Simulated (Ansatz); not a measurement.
Scan of H2B, doublet: symmetric bend, bond length relaxed. Scanned: H-B-H angle. Other coordinates (B-H bond length) were minimised at PBE0/def2-TZVP.

Level of theory: full CI/def2-TZVP, frozen core (Ansatz, a quantum-chemistry and plane-wave program).

Scanned values (°): 170.40, 157.91, 149.81, 139.35, 130.84, 122.42, 112.32, 100.18, 92.02, 78.73, 69.02, 60.

Problem. Describe the profile: where are the wells and the tops?

Solution. Lower than their neighbours: 130.84° (0.0 kJ/mol). Higher than their neighbours: 170.40° (30.2 kJ/mol, end of the scan), 60° (243.6 kJ/mol, end of the scan). The whole profile spans 243.6 kJ/mol.

The scan ran from 180.0 to 60.0; beyond the range shown the relaxed coordinates jump or full CI changes its symmetry label.
